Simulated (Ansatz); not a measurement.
Isolated molecules relaxed with PBE0-D4/def2-TZVP in Ansatz; ΔE leaves out vibrations. CCSD(T)/CBS is the MP2 limit (def2-TZVPP, def2-QZVPP) plus CCSD(T) − MP2 in def2-TZVPP, frozen cores. This one scheme is used for every species. Functionals use def2-TZVPP. For Se outer-core shells are correlated without core-valence functions, which leaves a few kJ/mol of doubt a bond. Scalar relativity is left out up to krypton.

Reaction (hydrogenolysis of the Se–Si bond): `[AlH2][Se][SiH3]` + H₂ → `[AlH2][SeH]` + SiH₄

| level | ΔE (eV) |
| --- | --- |
| r2SCANh | 0.45 |
| LC-ωPBE | 0.37 |

Task: What does CCSD(T)/CBS give? (An estimate is asked.)

Result: The calculation gave: +0.47 eV. The listed levels differ from it by -0.02, -0.10 eV.

Task: What do rigid-rotor, harmonic-oscillator terms from PBE0-D4/def2-TZVP frequencies (298.15 K, 1 bar) make of the CCSD(T)/CBS value? (An estimate is asked.)

Result: Ansatz gave: ΔZPE = +0.07 eV, ΔH = +0.50 eV, ΔS = 11 J/(mol·K), ΔG = +0.46 eV.

Largest T1 diagnostic among the species: 0.011.

In def2-TZVPP, CCSD(T) changes the Hartree–Fock value by +0.19 eV (the triples alone add +0.05 eV) and MP2 by +0.31 eV. The D4 term adds +0.12 eV with B3LYP and +0.07 eV with PBE0; it sums over pairs of atoms, weighted by their polarisabilities, and B3LYP, whose exchange is more repulsive, gets the larger term. At CCSD(T), def2-SVP lies −0.24 eV from the extrapolated value and def2-TZVPP −0.08 eV.

B3LYP here is the variant with VWN-RPA as its local correlation; programs differ in this.
